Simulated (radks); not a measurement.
Charge is removed step by step from the 3d level of neutral vanadium, starting from [Ar] 3d3 4s2. Calculated with a radial shooting solver on a logarithmic mesh with Libxc functionals: non-relativistic Kohn-Sham, LDA (Slater exchange, Perdew-Wang correlation), spin-unpolarised, spherical densities, point nucleus.

removed (e)  E - E(0) (eV)  eigenvalue (eV)  E minus straight line (eV)
0                    0.000           -5.565                       0.000
0.125                0.779           -6.902                      -0.653
0.25                 1.728           -8.305                      -1.134
0.375                2.857           -9.771                      -1.436
0.5                  4.173          -11.296                      -1.551
0.625                5.684          -12.879                      -1.472
0.75                 7.395          -14.517                      -1.192
0.875                9.315          -16.207                      -0.703
1                   11.449          -17.948                       0.000

Removing the whole electron costs 11.449 eV by Delta-SCF, against 5.565 eV from minus the eigenvalue at the starting occupation. Slater's transition state (half an electron removed) gives 11.296 eV. Integrating minus the eigenvalue over the occupation (Janak's theorem) gives 11.449 eV. The mean slope of the eigenvalue, de/dn, is 12.4 eV per electron.
